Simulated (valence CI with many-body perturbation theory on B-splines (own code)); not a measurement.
Which ion has this spectrum?

A relativistic CI+MBPT calculation for an atom or ion with 6 electrons gives these levels (eV):

```tsv
J	Parity	E	g
0	even	0.000	
1	even	0.645	1.50
2	even	1.535	1.49
2	even	8.348	1.00
0	even	16.521	
2	odd	23.059	2.00
2	odd	44.032	1.17
3	odd	44.066	1.33
1	odd	44.068	0.51
0	odd	51.720	
1	odd	51.726	1.49
2	odd	51.778	1.49
2	odd	65.786	1.00
1	odd	66.405	1.99
```

The energies are calculated, with errors of perhaps 300 cm⁻¹, more in some levels.

(1) Which is it?
A. Ar12+
B. P9+
C. S10+
D. K13+

Results:

(1) C. S10+, ground level 2s2.2p2 3P_0.
